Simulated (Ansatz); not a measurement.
`F[SiH](Cl)[GeH2][Cl]` + `C[SeH]` → `C[Se][SiH](F)Cl` + `[Cl][GeH3]` at 298.15 K and 1 bar (cleavage of the Si–Ge bond).

Program: Ansatz. Geometries: PBE0-D4/def2-TZVP. ΔE: electronic, gas phase. CCSD(T)/CBS adds triple-zeta CCSD(T) − MP2 to the extrapolated MP2 energy (def2 sets, frozen cores). For Ge, Se outer-core shells are correlated without core-valence functions, which leaves a few kJ/mol of doubt a bond. Scalar relativity is left out up to krypton. Each species was taken in one conformer, which may not be the lowest.

| species | CCSD(T)/CBS energy (Eh) | H − E (kJ/mol) | S (J/(mol·K)) |
| --- | --- | --- | --- |
| `F[SiH](Cl)[GeH2][Cl]` | -3386.49998 | 105.2 | 391.7 |
| `C[SeH]` | -2441.15625 | 129.5 | 267.5 |
| `C[Se][SiH](F)Cl` | -3289.96087 | 159.3 | 380.1 |
| `[Cl][GeH3]` | -2537.71925 | 76.4 | 263.9 |

H − E and S are ideal-gas, rigid-rotor, harmonic terms from PBE0-D4/def2-TZVP, for one conformer and one mirror image of each species. 1 Eh = 2625.50 kJ/mol, R = 8.31446 J/(mol·K).

**Question.** By hand: ΔE, ΔH, ΔS and ΔG.

**Answer.** ΔE = (-3289.96087) + (-2537.71925) − (-3386.49998) − (-2441.15625) = -0.02389 Eh = -62.7 kJ/mol. Δ(H − E) = 159.3 + 76.4 − 105.2 − 129.5 = 1.0, so ΔH = -61.7 kJ/mol. ΔS = 380.1 + 263.9 − 391.7 − 267.5 = -15.2 J/(mol·K). ΔG = -61.7 − 298.15 × (-15.2)/1000 = -57.2 kJ/mol.

**Question.** By hand: the equilibrium constant, and the temperature at which ΔG would vanish if ΔH and ΔS stayed fixed.

**Answer.** log₁₀ K = −ΔG/(RT ln 10) = 10.0. ΔG = 0 at ΔH/ΔS = 4059 K, far beyond where these terms or the molecules hold.

ΔH outweighs TΔS. A doubt of 5 kJ/mol in ΔE shifts log₁₀ K by 0.9 here. Other conformers and mirror images would add mixing entropy, several J/(mol·K) or more a flexible species. Modes under 60 cm⁻¹, often nearly free rotors, make the harmonic entropy too high. These are equilibria of isolated gas molecules and say nothing of rates. Largest T1 diagnostic: 0.011 (customary marks: 0.02 for closed shells, 0.045 for open ones).
